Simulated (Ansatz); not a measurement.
`C[BH][SbH2]` + H₂O → `O[BH][SbH2]` + CH₄ at 700 K and 1 bar (formal hydrolysis of a B–C bond).

Isolated molecules relaxed with PBE0-D4/def2-TZVP in Ansatz; ΔE leaves out vibrations. CBS: MP2 limit from def2 TZ/QZ plus the TZ coupled-cluster correction, frozen cores. This one scheme is used for every species. def2 core potentials past Kr. For Sb outer-core shells are correlated without core-valence functions, which leaves a few kJ/mol of doubt a bond. One conformer a species, not always the lowest.

```tsv
species	CCSD(T)/CBS energy (Eh)	H − E (kJ/mol)	S (J/(mol·K))
`C[BH][SbH2]`	-306.44336	227.5	423.0
H₂O	-76.37941	80.5	218.4
`O[BH][SbH2]`	-342.41037	163.3	391.5
CH₄	-40.46206	145.9	224.0
```

H − E and S are ideal-gas, rigid-rotor, harmonic terms from PBE0-D4/def2-TZVP, for one conformer and one mirror image of each species. 1 Eh = 2625.50 kJ/mol, R = 8.31446 J/(mol·K).

Problem. By hand: ΔE, ΔH, ΔS and ΔG.

Solution. ΔE = (-342.41037) + (-40.46206) − (-306.44336) − (-76.37941) = -0.04966 Eh = -130.4 kJ/mol. Δ(H − E) = 163.3 + 145.9 − 227.5 − 80.5 = 1.2, so ΔH = -129.2 kJ/mol. ΔS = 391.5 + 224.0 − 423.0 − 218.4 = -25.9 J/(mol·K). ΔG = -129.2 − 700 × (-25.9)/1000 = -111.1 kJ/mol.

Problem. By hand: the equilibrium constant, and the temperature at which ΔG would vanish if ΔH and ΔS stayed fixed.

Solution. log₁₀ K = −ΔG/(RT ln 10) = 8.3. ΔG = 0 at ΔH/ΔS = 4988 K, far beyond where these terms or the molecules hold.

ΔH outweighs TΔS. A doubt of 5 kJ/mol in ΔE shifts log₁₀ K by 0.4 here. Other conformers and mirror images would add mixing entropy, several J/(mol·K) or more a flexible species. These are equilibria of isolated gas molecules and say nothing of rates. Largest T1 diagnostic: 0.015 (customary marks: 0.02 for closed shells, 0.045 for open ones).
